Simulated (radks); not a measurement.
Question: These are the eigenvalues of the occupied orbitals of an atom or ion with whole-number occupations (eV). Method: scalar-relativistic Kohn-Sham, PBE, spin-polarised, spherical densities, finite nucleus; Fermi nuclear charge, rms radius of each element as measured or else 0.836 A^(1/3) + 0.57 fm; computed with a radial shooting solver on a logarithmic mesh with Libxc functionals.

| orbital | eigenvalue |
|---|---|
| 1s down | -8892.364 |
| 1s up | -8892.361 |
| 2s up | -1104.991 |
| 2s down | -1103.710 |
| 2p up | -959.2764 |
| 2p down | -958.3161 |
| 3s up | -156.5341 |
| 3s down | -154.0592 |
| 3p up | -113.6325 |
| 3p down | -111.2012 |
| 3d up | -44.7012 |
| 3d down | -42.3786 |
| 4f up | -6.4518 |

Which element is it, and in what charge state? The configuration may be excited. Open shells, if any, are filled with parallel spins first.

Answer: Z = 29, copper, charge +2: Cu2+ in [Ar] 3d8 4f1. The list shows which subshells hold electrons but not how many an open one holds; the 1s level, -326.79 hartree, gives Z - s = 25.6 by -(Z - s)^2/2, which with screening and relativity narrows Z to a few neighbours, and the depths of the outer levels then fix element, charge and occupations together.
